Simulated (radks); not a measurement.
Spherical quantum dot in the effective-mass picture: electrons in a parabolic well V = omega^2 r^2 / 2 with omega = 0.164, all in effective atomic units (hartree* = m*/eps^2 hartree, bohr* = eps/m* bohr), one dielectric constant everywhere. Calculated with a radial shooting solver with Libxc functionals: non-relativistic Kohn-Sham, LDA (Slater exchange, Perdew-Wang correlation), spin-polarised, spherical densities. Levels are named by radial order and angular momentum (1s, 1p, 1d, 2s, ...), and open shells are averaged over m.

N = 25, configuration 1s2 1p6 1d10 2s2 1f(up 5, down 0). This is the lowest configuration that the search found. Occupied and some empty levels:

level    occupation  eigenvalue (hartree*)  <r> (bohr*)
1s up             1                 3.6427        6.163
1s down           1                 3.6518        5.905
1p up             3                 3.6766        7.107
1p down           3                 3.6889        6.993
1d up             5                 3.7217        7.727
1d down           5                 3.7356        7.685
2s up             1                 3.7515        5.872
2s down           1                 3.7582        6.018
1f up             5                 3.7767        8.204
1f down           0                 3.7912        8.201
2p up             0                 3.8211        6.675
2p down           0                 3.8282        6.710
1g up             0                 3.8403        8.605
1g down           0                 3.8548        8.624
2d up             0                 3.8957        7.374
2d down           0                 3.9037        7.371

Energy (hartree*): total 56.2119, kinetic 2.4910, external 19.700, Hartree 38.079, exchange-correlation -4.0578.
